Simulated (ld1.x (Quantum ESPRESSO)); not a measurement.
**What one change does to a pseudopotential (vanadium, PAW)**

* Element: vanadium
* Generator: ld1.x (Quantum ESPRESSO) 7.5
* Type: PAW
* Functional: PBE
* Relativity: scalar-relativistic
* Frozen core: [Ar]
* Valence charge: 5
* Reference configuration: 3d3 4s1.75 4p0.25
* Partial waves: 4s (bound): rcut 2.00, rcutus 2.50 bohr; 4s channel at 0.4 Ry: rcut 2.00, rcutus 2.50 bohr; 4p (bound): rcut 2.35, rcutus 2.95 bohr; 4p channel at 1.3 Ry: rcut 2.35, rcutus 2.95 bohr; 3d (bound): rcut 1.40, rcutus 1.85 bohr; 3d channel at 2.15 Ry: rcut 1.40, rcutus 1.85 bohr
* Local potential: all-electron potential smoothed inside 2.50 bohr (lloc = -1)
* Core correction: a·sin(br)/r model core, default radius (ld1.x builds one for every PAW set, though the input has nlcc=.false.)
* Augmentation charge: BESSEL, radius 1.30 bohr

Change: waves 3d (bound): rcut 1.10, rcutus 1.16 bohr; 3d channel at 2.15 Ry: rcut 1.10, rcutus 1.16 bohr.

Cutoffs: the cutoffs (Ry, on a coarse ladder) from which the occupation-weighted sum of valence levels, in a spherical-Bessel basis at the reference potential, stays within 10 and 1 mRy of its value at 400 Ry; they do not see the model core or the augmentation charge, which bear on the density cutoff. Errors are all-electron minus pseudo energies relative to the spin-unpolarised reference configuration.

Q: How do hardness, ghosts and transferability respond?

A: The potential gets harder (30 Ry and 45 Ry → 70 Ry and 120 Ry); the errors of the 7 common tests hardly move; neither file shows a bound ghost. A smaller radius makes the pseudo-wave follow the all-electron one further in, where it bends more sharply, so more plane waves are needed.

| quantity | base | changed |
| --- | --- | --- |
| cutoff, loose | 30 Ry | 70 Ry |
| cutoff, tight | 45 Ry | 120 Ry |
| loose cutoff by channel (10 mRy a level) | s 6 Ry, p 6 Ry, d 25 Ry | s 6 Ry, p 6 Ry, d 70 Ry |
| bound ghosts | none | none |
| error for 3d3 4s2 4p0, meV [ΔE -0.82 eV] | 0.0 | 0.0 |
| error for 3d3 4s1 4p0, meV [ΔE 6.91 eV] | +2.9 | +2.6 |
| error for 3d3 4s0 4p0, meV [ΔE 21.21 eV] | +50 | +48 |
| error for 3d3 4s1.5 4p0, meV [ΔE 2.27 eV] | +0.2 | +0.2 |
| error for 3d2 4s2 4p0, meV [ΔE 10.15 eV] | -242 | -242 |
| error for 3d2 4s0 4p0, meV [ΔE 50.11 eV] | -469 | -477 |
| error for 3d3 4s1 4p1, meV [ΔE 2.53 eV] | +0.1 | +0.1 |
| s: phases at 3.18 bohr within 0.05 rad from the reference energy up to (Ry; the scan ends near 5) | 2.4 | 2.4 |
| p: phases at 3.18 bohr within 0.05 rad from the reference energy up to (Ry; the scan ends near 5) | 3.1 | 3.1 |
| d: phases at 3.18 bohr within 0.05 rad from the reference energy up to (Ry; the scan ends near 5) | 4.7 | 4.7 |
| lowest overlap eigenvalue by channel | s 0.45, p 0.61, d 0.19 | s 0.45, p 0.61, d 1.00 |
